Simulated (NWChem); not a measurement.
System: ZnHOBr; SMILES [OH][Zn][Br]

```xyz
4

Zn     0.0171     0.8364     0.0000
Br    -0.0119    -1.4012     0.0000
O     -0.1085     2.6144     0.0000
H      0.7711     3.0364     0.0000
```
Atoms are numbered in this order, from 1.

Program: NWChem. Medium grid unless said otherwise, to which SCAN and Minnesota functionals are sensitive. The geometry was optimised at PBE-D3(BJ)/def2-SVP. Total energies of different functionals are on different scales.

| level | energy (Ha) | highest occupied level (eV) | orbital gap (eV) | dipole (D) |
|---|---|---|---|---|
| B3LYP/def2-TZVP | -4429.5668 | -8.13 | 6.25 | 1.60 |
| PBE/def2-TZVP | -4428.7555 | -6.93 | 4.51 | 1.55 |
| LC-BLYP (range parameter 0.33 per bohr)/def2-TZVP | -4428.7626 | -10.71 | 10.82 | 1.69 |
| LDA (Slater exchange, PW92)/def2-TZVP | -4422.4984 | -7.15 | 4.46 | 1.60 |
| MPW1K/def2-TZVP | -4429.7247 | -9.40 | 8.46 | 1.67 |
| PW6B95/def2-TZVP | -4431.6034 | -8.47 | 6.92 | 1.60 |
| MN15/def2-TZVP | -4430.0377 | [?] | [?] | 1.66 |
| CAM-B3LYP/def2-TZVP | -4429.7035 | -9.76 | 9.09 | 1.66 |
| LC-wPBE (HJS exchange hole, range parameter 0.4 per bohr)/def2-TZVP | -4428.8830 | -11.16 | 11.78 | 1.72 |
| r2SCAN/def2-TZVP | -4429.4230 | -7.26 | 5.13 | 1.61 |

What belongs in the gaps?


- MN15/def2-TZVP, highest occupied level (eV): -9.15
- MN15/def2-TZVP, orbital gap (eV): 8.20
